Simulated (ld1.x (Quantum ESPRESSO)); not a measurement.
## What one change does to a pseudopotential (magnesium, RRKJ)

- Element: magnesium (Mg)
- Generator: ld1.x (Quantum ESPRESSO) 7.5
- Type: norm-conserving RRKJ (Kleinman–Bylander form)
- Functional: PBE
- Relativity: non-relativistic
- Frozen core: [Ne]
- Valence charge: 2
- Reference configuration: 3s2 3p0
- Partial waves: 3s (bound): rc 2.80 bohr; 3p (bound, empty): rc 3.45 bohr
- Local potential: all-electron potential smoothed inside 2.70 bohr (lloc = -1)
- Core correction: none

Change: core correction a·sin(br)/r model core inside 1.94 bohr.

Cutoffs: the cutoffs (Ry, on a coarse ladder) from which the occupation-weighted sum of valence levels, in a spherical-Bessel basis at the reference potential, stays within 10 and 1 mRy of its value at 400 Ry; they do not see the model core or the augmentation charge, which bear on the density cutoff. Errors are all-electron minus pseudo energies relative to the spin-unpolarised reference configuration.

What does the change do?

Both files are so soft that the ladder of cutoffs tells neither apart; of the 5 tests that both files solve, the error grows in 1 and shrinks in 3 by more than 15 % and 0.3 meV (median size 11.8 → 9.6 meV); neither file shows a bound ghost. A model core, the more so a compact one, raises the density cutoff, which this test does not measure.

| quantity | base | changed |
| --- | --- | --- |
| cutoff, loose | 8 Ry | 8 Ry |
| cutoff, tight | 12 Ry | 12 Ry |
| bound ghosts | none | none |
| error for 3s1 3p0, meV [ΔE 7.95 eV] | +11 | +9.6 |
| error for 3s1.5 3p0, meV [ΔE 3.14 eV] | +0.8 | +1.1 |
| error for 3s1 3p1, meV [ΔE 3.48 eV] | +12 | +1.2 |
| error for 3s0 3p1, meV [ΔE 12.29 eV] | +113 | +40 |
| error for 3s0 3p2, meV [ΔE 7.15 eV] | +72 | +15 |
| s: phases at 3.75 bohr within 0.05 rad from the reference energy up to (Ry; the scan ends near 5) | 1.1 | 1.1 |
| p: phases at 3.75 bohr within 0.05 rad from the reference energy up to (Ry; the scan ends near 5) | 1.6 | 1.6 |
